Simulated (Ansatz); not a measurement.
Reaction (hydrogenolysis of a Ge–O bond): `C[O][Ge]([CH3])([F])[SH]` + H₂ → `[CH3][GeH]([F])[SH]` + CH₃OH

Program: Ansatz. Geometries: PBE0-D4/def2-TZVP. ΔE: electronic, gas phase. CCSD(T)/CBS is the MP2 limit (def2-TZVPP, def2-QZVPP) plus CCSD(T) − MP2 in def2-TZVPP, frozen cores. This one scheme is used for every species. DFT in def2-TZVPP. For Ge outer-core shells are correlated without core-valence functions, which leaves a few kJ/mol of doubt a bond. Scalar relativity is left out up to krypton. Each species was taken in one conformer, which may not be the lowest.

(1) Is it downhill or uphill in electronic energy at CCSD(T)/CBS, and by how much? (Best estimate.)

(2) What do these levels give: PBE0-D4, ωB97M-V, B2PLYP, PBE0, HF/def2-TZVPP, MP2/def2-TZVPP, SCS-MP2/def2-TZVPP, CCSD/def2-TZVPP, CCSD(T)/def2-TZVPP, HF/def2-QZVPP, HF/CBS(def2), MP2/CBS(def2)? (Best estimate.)

Largest T1 diagnostic among the species: 0.012.

Results:

(1) Ansatz gave: Uphill: ΔE = +7.9 kcal/mol.

(2) Computed: PBE0-D4 6.1, ωB97M-V 7.5, B2PLYP 7.0, PBE0 4.4, HF/def2-TZVPP 3.5, MP2/def2-TZVPP 9.9, SCS-MP2/def2-TZVPP 8.8, CCSD/def2-TZVPP 7.0, CCSD(T)/def2-TZVPP 8.3, HF/def2-QZVPP 3.4, HF/CBS(def2) 3.3, MP2/CBS(def2) 9.5 kcal/mol.

In def2-TZVPP, CCSD(T) changes the Hartree–Fock value by +4.9 kcal/mol (the triples alone add +1.3 kcal/mol) and MP2 by +6.4 kcal/mol. From PBE to PBE0 (25 % exact exchange), in def2-TZVPP and without D4, ΔE moves by −0.8 kcal/mol. The D4 term adds +3.1 kcal/mol with B3LYP and +1.8 kcal/mol with PBE0; it sums over pairs of atoms, weighted by their polarisabilities, and B3LYP, whose exchange is more repulsive, gets the larger term.

B3LYP here is the variant with VWN-RPA as its local correlation; programs differ in this.
